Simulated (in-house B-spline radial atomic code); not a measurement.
RPA and G0W0 on TPSS: Mn2+

Configuration [Ar] 3d5, highest spin, mean-field start TPSS. Computed with a B-spline radial code for spherical atoms: all electrons, scalar-relativistic (spin-free one-electron X2C), finite nucleus, each spin shell either full or empty, empty states to l = 9 with an (l + 1/2)⁻⁴ tail; G0W0 by contour deformation at full frequency.

Command:
```bash
python run_gw.py task.json out
```
Settings (radii: box in bohr, nucleus in fm):
```
Z                        25
electrons                23
configuration            [Ar] 3d5
hamiltonian              x2c
method                   tpss,tpss
lmax                     9
rms_radius               3.7057
spin_polarised           True
box_radius               17.55
intervals                70
```

Run time, properties included: 1.9 s on 1 thread of AMD EPYC 7R13 Processor, on a shared host.

Energies (hartree):

```csv
term,value
mean-field total,-1157.74257
Hartree-Fock functional on these orbitals,-1156.62654
direct second order,-1.8201
second-order exchange,0.5999
SOSEX correction,0.54344
```

Q: What is the RPA correlation energy, and what remains with SOSEX?

A: RPA gives -1.5631 hartree (-1.85 eV per electron); RPA + SOSEX gives -1.0196, and the second-order doubles -1.2202 hartree (no singles). SOSEX takes back 35 % of the RPA value.

Quasi-particle levels (eV):

```tsv
level	occupied	mean field	Σx - vxc	Σc	QP weight	G0W0
3d up	yes	-25.756	-9.53	?	?	?
3d down	no	-20.676	11.93	-5.92	0.732	-14.667
```

G0W0 = mean field + (Σx - vxc) + Σc, with Σc (partial-wave tail included) taken at the quasi-particle energy. Only the outer levels were computed. Levels of low weight are left out.

Q: Where does G0W0 put 3d up?

A: At -33.41 eV, with Σc = 1.87 eV and a quasi-particle weight of 0.858. The tabulated removal energy is 33.668 ± 0.012 eV (NIST, measured); the calculation leaves out spin-orbit coupling, Breit and QED terms, and what these don't explain is the method's own error.
